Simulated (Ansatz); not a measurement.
Ansatz (a program for electronic structure) input:

Ansatz 0.2 input:
```yaml
crystal:
  periodic: [false, false, false]
  atoms:
    - {symbol: C, position_ang: [3.84698057, -0.11043282, 0.19988884]}
    - {symbol: C, position_ang: [2.52037349, -0.75993377, 0.05764210]}
    - {symbol: C, position_ang: [1.34580041, 0.22036556, 0.07421930]}
    - {symbol: C, position_ang: [-0.01282455, -0.46495039, -0.03753679]}
    - {symbol: C, position_ang: [-1.18470729, 0.51324085, -0.01537859]}
    - {symbol: C, position_ang: [-2.53404890, -0.17911836, -0.13776930]}
    - {symbol: O, position_ang: [-3.63469241, 0.72081004, -0.05812550]}
    - {symbol: H, position_ang: [3.94560624, 0.83732344, 0.71295498]}
    - {symbol: H, position_ang: [4.75325348, -0.62243578, -0.09280306]}
    - {symbol: H, position_ang: [2.49229230, -1.35497968, -0.86315579]}
    - {symbol: H, position_ang: [2.37240772, -1.49350725, 0.86857424]}
    - {symbol: H, position_ang: [1.46394448, 0.93521199, -0.74613018]}
    - {symbol: H, position_ang: [1.38236566, 0.80640199, 0.99862877]}
    - {symbol: H, position_ang: [-0.12418297, -1.18158107, 0.78367126]}
    - {symbol: H, position_ang: [-0.04531530, -1.05369332, -0.96107269]}
    - {symbol: H, position_ang: [-1.17215715, 1.09422907, 0.91128662]}
    - {symbol: H, position_ang: [-1.07445959, 1.23113064, -0.83736743]}
    - {symbol: H, position_ang: [-2.67321085, -0.88007070, 0.68745597]}
    - {symbol: H, position_ang: [-2.57466659, -0.75982334, -1.06901742]}
    - {symbol: H, position_ang: [-3.55778054, 1.36028703, -0.77441460]}
basis:
  gaussian:
    orbitals: def2-TZVPD
hamiltonian:
  xc: {name: CAM-B3LYP}
magnetization: {spin_polarized: true, initial_magnetization: 1}
output: {forces: true}
```

Question: Predict the final energy.

Answer: -311.57624 Eh (CAM-B3LYP/def2-TZVPD). The basis has 379 functions.

It need not be the lowest isomer of its formula.
